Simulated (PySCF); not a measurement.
VO2F, SMILES [O]=[V]([F])=[O], multiplicity 1. Atoms are numbered in the order given.

```xyz
4

V     -0.0476    -0.1867     0.0000
O     -0.8687     0.1814     1.2893
O     -0.8687     0.1814    -1.2893
F      1.6660     0.1545     0.0000
```
Charge 0, spin multiplicity 1.

Geometry optimised at B3LYP-D3(BJ)/def2-SVP. The spin state was assumed, not searched.

The numbers are results of PBE/pcSseg-2 (PySCF), not measurements.

GIAO shieldings, no solvent; atoms alike by connectivity are averaged. δ = σ(ref) − σ: ¹⁷O against H2O (σ = 327.5 ppm); ¹⁹F against CFCl3 (σ = 132.0 ppm), references at their B3LYP-D3(BJ)/def2-TZVP geometries, non-relativistic.

### Question
Estimate the chemical shifts. (The exact figures need the calculation; the answer reports its results.)

### Answer

```json
[
 {"nucleus": "¹⁷O", "atoms": "O2, O3", "count": "2", "δ (ppm)": "1338.5"},
 {"nucleus": "¹⁹F", "atoms": "F4", "count": "1", "δ (ppm)": "246.8"}
]
```
